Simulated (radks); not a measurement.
The niobium ion Nb+ inside a hard spherical wall (all orbitals vanish at R), configuration held at [Kr] 4d4 and not refilled when levels cross. All-electron calculation, scalar-relativistic Kohn-Sham, PBEsol, spin-polarised, spherical densities, point nucleus; open shells are filled with parallel spins first (spin-orbit coupling, left out, can overturn this in heavy ions). Program: a radial shooting solver on a logarithmic mesh with Libxc functionals. Eigenvalues in eV for spin up, with the zero of energy where the potential of the charges vanishes at infinity; a dash marks a level that is unbound or too diffuse for the functional's potential to be trusted. A positive occupied level is held by the wall or, in an anion where self-interaction has pushed it up, behind a barrier. The pressure on the wall is -dE/dV.

R (bohr),E (hartree),kinetic (hartree),e(3d),e(4s),e(4p),e(4d),"e(5s, empty)","e(5p, empty)",pressure (GPa)
free,-3817.34809,3930.171,-202.36,-65.296,-41.606,-10.151,-9.957,-6.007,0
8,-3817.34753,3930.177,-202.31,-65.250,-41.562,-10.112,-9.892,-5.732,0.0302
5,-3817.30610,3930.421,-200.81,-63.932,-40.312,-8.874,-7.456,-1.406,5.62
4,-3817.16652,3931.073,-197.98,-61.629,-38.144,-6.333,-1.690,6.753,40.5
3.5,-3816.94771,3932.050,-194.88,-59.281,-35.887,-3.381,5.592,16.209,126
2.5,-3814.71387,3941.719,-176.54,-46.251,-22.152,15.233,54.427,73.027,2130
2,-3808.91848,3963.760,-149.09,-24.215,2.630,46.910,138.24,163.13,12300
